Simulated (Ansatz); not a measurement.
(1) Predict a relaxed structure of the cluster Fe2Pt, charge 0, septet, at r2SCAN-D4/def2-TZVP (Ansatz).

## Answers

(1) 
Cartesian coordinates in Å:
```
Fe -0.5423 -1.1581 0.0182
Fe 0.1501 0.5338 1.1890
Pt 0.3922 0.6243 -1.2072
```
 This is one stationary point.

In the def2 sets Pt takes a core potential; there is no spin–orbit coupling. The charge 0 septet is spin-contaminated (final ⟨S²⟩ up to 12.62, 12.00 for a pure state). The relaxation made no stability test and no search for a lower SCF solution. The order of the spin states hangs on the level: the triplet lies 0.36 eV below the septet at PBE0-D4/def2-TZVP, but 0.06 eV above it at r2SCAN-D4/def2-TZVP. The septet is doubtful at PBE0-D4/def2-TZVP (⟨S²⟩ 12.72, where a pure state has 12.00). The triplet is doubtful at PBE0-D4/def2-TZVP (⟨S²⟩ 5.49, where a pure state has 2.00). The septet is doubtful at r2SCAN-D4/def2-TZVP (⟨S²⟩ 12.62, where a pure state has 12.00). The triplet is doubtful at r2SCAN-D4/def2-TZVP (⟨S²⟩ 5.42, where a pure state has 2.00). The structure comes from a short search, and lower isomers may exist.
